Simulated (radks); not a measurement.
Values are calculated unless marked as measured or tabulated.
Q: All-electron atom: Br17+ in [Ar]. Code: a radial shooting solver on a logarithmic mesh with Libxc functionals. Model: scalar-relativistic Kohn-Sham, PBE, spin-unpolarised, spherical densities, point nucleus. Some entries of the table are withheld. Estimate them.

orbital,occ.,eigenvalue (hartree),r(max) (bohr)
1s,2,-512.3769,0.02792
2s,2,-86.72388,0.1589
2p,6,-79.28775,0.1273
3s,2,(1),(2)
3p,6,-25.64497,(3)
3d,0,-22.10779,0.3678
4s,0,(4),0.9706

A: 
(1) 3s eigenvalue (hartree): -28.03094
(2) 3s r(max) (bohr): 0.4535
(3) 3p r(max) (bohr): 0.4421
(4) 4s eigenvalue (hartree): -13.31550
